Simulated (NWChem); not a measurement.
**Total energies of Se (+1)**

SMILES: [Se+]
```xyz
1

Se     0.0000     0.0000     0.0000
```
Charge +1, spin multiplicity 4.

All runs are NWChem calculations.

Basis set: def2-QZVP (75 functions).

```json
[
 {"method": "UHF", "total energy (Ha)": "-2399.55914", "relative cost": "1"},
 {"method": "UMP2", "total energy (Ha)": "-2399.80862", "relative cost": "under 3"},
 {"method": "UB2PLYP", "total energy (Ha)": "-2400.82732", "relative cost": "4"},
 {"method": "UPBE", "total energy (Ha)": "-2400.82247", "relative cost": "under 3"},
 {"method": "UB3LYP", "total energy (Ha)": "-2401.21560", "relative cost": "under 3"},
 {"method": "UM06-2X", "total energy (Ha)": "-2401.22715", "relative cost": "under 3"}
]
```

Total energies of different functionals aren't comparable as a measure of quality: only differences taken within one method are. Relative cost: rough, from shared machines, SCF included, UHF = 1.

The Hamiltonian is non-relativistic. The correlated methods keep 9 core orbitals frozen. B3LYP has NWChem's definition, with VWN1-RPA local correlation. The stability of the SCF solutions was not checked. Open-shell Hartree-Fock references start from PBE0 orbitals; any time given for them includes that run.
